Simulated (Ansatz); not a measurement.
Geometry optimisation, RKS PBE-D4/def2-SVP in Ansatz 0.2.0.

input.yaml

```yaml
crystal:
  periodic: [false, false, false]
  atoms:
    - { symbol: Ge, position_ang: [-0.362514, -0.114928, -0.412817] }
    - { symbol: F, position_ang: [-0.173259, 0.798129, 2.307289] }
    - { symbol: F, position_ang: [0.911647, -1.097394, 0.210259] }
    - { symbol: F, position_ang: [0.149857, 1.525625, -0.553299] }
    - { symbol: F, position_ang: [-0.653993, -0.66822, -2.037838] }
    - { symbol: O, position_ang: [-1.908763, -0.271276, 0.419772] }
    - { symbol: Al, position_ang: [-3.291068, -1.274076, -0.002111] }
    - { symbol: H, position_ang: [-3.029806, -2.656115, -0.748312] }
    - { symbol: H, position_ang: [-4.682406, -0.704053, 0.538266] }
    - { symbol: H, position_ang: [-1.098195, 0.724107, 2.211491] }
basis:
  gaussian: { orbitals: def2-SVP }
hamiltonian:
  xc: pbe
  dispersion: d4
relax:
  f_tol: 0.03
  max_steps: 50
output:
  orbitals: {}
```

Launched with:

```bash
$ ansatz run input.yaml --threads 4 --pin off --max-ram 5120MiB --backend cpu --events-out ev --progress --plain --runs-dir out
```

**Question.** Where does it end, and by what steps?

**Answer.** The run converged. The force dipped under the threshold on the way, but the program's further checks kept it going. After 17 steps the energy has fallen by 0.116 eV; H8 moved furthest, 0.77 Å.

```
step  energy less start (eV)  largest force component (eV/Å)  accepted
   0                  0.0000                           0.390       yes
   1                 -0.0634                           0.214       yes
   2                 -0.0957                           0.367       yes
   3                 -0.1002                           0.237       yes
   4                 -0.1047                           0.066       yes
   5                 -0.1062                           0.178       yes
   6                 -0.1077                           0.120       yes
   7                 -0.1084                           0.055       yes
   8                 -0.1098                           0.077       yes
   9                 -0.1064                           0.153        no
  10                 -0.1120                           0.030       yes
  11                 -0.1128                           0.062       yes
  12                 -0.1132                           0.047       yes
  13                 -0.1144                           0.032       yes
  14                 -0.1149                           0.029       yes
  15                 -0.1151                           0.029       yes
  16                 -0.1154                           0.033       yes
  17                 -0.1156                           0.023       yes
```

```xyz
10
Properties=species:S:1:pos:R:3
Ge -0.258 -0.131 -0.289
F -0.399 0.914 2.025
F 1.020 -0.980 0.498
F 0.133 1.508 -0.659
F -0.393 -0.902 -1.841
O -1.850 -0.341 0.459
Al -3.317 -1.223 0.055
H -3.346 -2.151 -1.232
H -4.476 -0.970 1.109
H -1.252 0.536 1.808
```

Whether the end is a true minimum wasn't checked by a vibrational analysis.

Time of the run: 38 s on 4 threads of Arm Neoverse V1, with other jobs on the host, peak memory 0.21 GiB.
